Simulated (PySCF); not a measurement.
## Dipole moment and polarisability of `CCPC(F)=C(F)F`

Compound: C4H6F3P.
Geometry (GFN2-xTB, Å), atoms numbered from 1 in this order:
```
atom  x, y, z in Å
C1    -1.6058   -0.4831    0.2742
C2    -1.0429    0.4940   -0.7490
P3     0.3628    1.5463   -0.1313
C4     1.4471    0.2099    0.5213
F5     1.6108    0.1274    1.8547
C6     2.1496   -0.5862   -0.2752
F7     2.9967   -1.5431    0.0710
F8     2.0208   -0.5195   -1.5977
H9    -0.8500   -1.1985    0.5927
H10   -2.4351   -1.0375   -0.1603
H11   -1.9699    0.0437    1.1547
H12   -0.6888   -0.0304   -1.6407
H13   -1.8171    1.1951   -1.0731
H14   -0.1788    1.7815    1.1365
```

Level: CAM-B3LYP/def2-SVPD (PySCF), static field, nuclei fixed, core orbitals frozen in the response. The polarisability tensor in these axes (au):

```
x   83.27 -7.37 -0.46
y   -7.37 75.19  2.29
z   -0.46  2.29 70.08
```

**Question.** Give the principal values, the mean and the anisotropy Δα = √{½[(α1 − α2)² + (α2 − α3)² + (α1 − α3)²]}.

**Answer.** Principal values 68.60, 72.17 and 87.77 au; mean 76.18 au = 11.29 Å³ = 12.56 × 10⁻⁴⁰ C²·m²/J; Δα = 17.66 au (23 % of the mean).

**Question.** What is the dipole moment, and where does it point?

**Answer.** (-2.12, 0.22, -0.38) D, 2.17 D in size, pointing from the negative to the positive side. Measured along this direction, the outermost atoms are F7 at the negative end and H10 at the positive end.

**Question.** Find the Langevin capture rate constant for NO+ (29.998 u) meeting this molecule (142.016 u), k = 2.342 × 10⁻⁹ cm³/s × √(α in Å³ / reduced mass in u).

**Answer.** The reduced mass is 24.77 u, so k = 1.58 × 10⁻⁹ cm³/s. The formula leaves out the permanent dipole, which adds to the capture rate.

**Question.** Estimate the molar refractivity from the static electronic polarisability.

**Answer.** Lorentz–Lorenz: R = (4π/3)N_A α = 2.5225 cm³/(mol·Å³) × 11.29 Å³ = 28.5 cm³/mol, in the limit of long wavelengths.

**Question.** In TDDFT the mean static polarisability is Σ f/ω² over all singlet excitations (ω in hartree). How much of it do the 8 lowest give? Their energies (eV) and oscillator strengths: 5.82, 0.0681; 6.42, 0.0227; 6.50, 0.1213; 6.90, 0.0056; 7.23, 0.1307; 7.47, 0.0733; 7.68, 0.0316; 7.90, 0.0405.

**Answer.** They add up to 7.81 au, 10.3 % of the 76.18 au; the largest single term is 2.13 au, from the state at 6.50 eV. Terms in order: 1.49, 0.41, 2.13, 0.09, 1.85, 0.97, 0.40, 0.48 au. Higher excitations give the rest. The strengths listed sum to 0.494.

**Question.** What are the principal values of the traceless quadrupole moment, Θ = ½Σq(3rr − r²1), about the centre of nuclear charge?

**Answer.** -4.41, 0.00, 4.42 D·Å. The values depend on the origin, since the dipole doesn't vanish. The electronic extent ⟨r²⟩ about the same centre is 1206 bohr², a root-mean-square distance of 2.17 Å for the 72 electrons.

The structure is a single GFN2-xTB conformer in the gas phase; no vibrational or solvent corrections.
